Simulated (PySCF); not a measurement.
A structure optimised at PBE0-D3(BJ)/def2-TZVP, used in a PySCF frequency run:

```xyz
8

C      0.0000     0.0000    -0.7924
N      0.0000     0.0000     0.7045
H      0.0000    -1.0314    -1.1371
H      0.8932     0.5157    -1.1371
H     -0.8932     0.5157    -1.1371
H     -0.8243    -0.4759     1.0781
H      0.0000     0.9519     1.0781
H      0.8243    -0.4759     1.0781
```
Charge +1, spin multiplicity 1.

**Question.** Write its SMILES, formula and point group.

**Answer.** C[NH3+], CH6N, C3v

**Question.** What are its rotational constants (standard atomic weights)?

**Answer.** 84.842, 20.299, 20.299 GHz
